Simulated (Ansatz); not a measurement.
A run of Ansatz (development build ahead of 0.2.0) on doublet Be2H in separate pieces at this shape:

```tsv
atom	x (Å)	y (Å)	z (Å)
H	0.0000	0.0000	0.0000
Be	0.0000	0.0000	3.7520
Be	0.0000	0.0000	-1.3400
```

Its results:

```
Converged                       : yes
Total energy                    : -29.71888 hartree
Spin squared of the determinant : 0.750
Stability test                  : minimum among restricted orbitals
```

**Question.** Which input gives this output? Name the method, the orbitals and the basis set, and write the input.

**Answer.** ROHF in pcseg-2.

```yaml
crystal:
  periodic: [false, false, false]
  atoms:
    - { symbol: H, position_ang: [0.0, 0.0, 0.0] }
    - { symbol: Be, position_ang: [0.0, 0.0, 3.752] }
    - { symbol: Be, position_ang: [0.0, 0.0, -1.34] }
basis:
  gaussian: { orbitals: pcseg-2 }
magnetization:
  initial_magnetization: 1
hamiltonian:
  xc: hf
```

Caution: stretched shape with no unrestricted run beside it, a lower state can exist.
